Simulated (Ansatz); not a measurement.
input.yaml

```yaml
crystal:
  periodic: [false, false, false]
  atoms:
    - { symbol: Al, position_ang: [-0.179122, -0.428132, -0.158736] }
    - { symbol: F, position_ang: [0.446901, -1.804945, 0.684968] }
    - { symbol: "N", position_ang: [0.672328, 0.098642, -1.607256] }
    - { symbol: "N", position_ang: [-1.665077, 0.294496, 0.449475] }
    - { symbol: H, position_ang: [1.504506, -0.198797, 1.716306] }
    - { symbol: H, position_ang: [1.63741, 0.488605, 1.792946] }
    - { symbol: H, position_ang: [1.518694, -0.335082, -1.955205] }
    - { symbol: H, position_ang: [0.385348, 0.850049, -2.221565] }
    - { symbol: H, position_ang: [-2.165645, 1.064747, 0.024754] }
    - { symbol: H, position_ang: [-2.155343, -0.029583, 1.274212] }
basis:
  gaussian: { orbitals: def2-SVP }
hamiltonian:
  xc: pbe0
  dispersion: d4
relax:
  f_tol: 0.03
  max_steps: 50
```

Command:

```bash
$ ansatz run input.yaml --threads 2 --pin off --max-ram 3072MiB --backend cpu --events-out ev --progress --plain --runs-dir out
```

Hardware: 2 threads of Intel(R) Xeon(R) 6975P-C (Granite Rapids) (shared host).

Problem. Roughly how long does this run take, and how much memory?

Solution. 13 s, with a peak of 0.19 GiB, for 6 ionic steps.
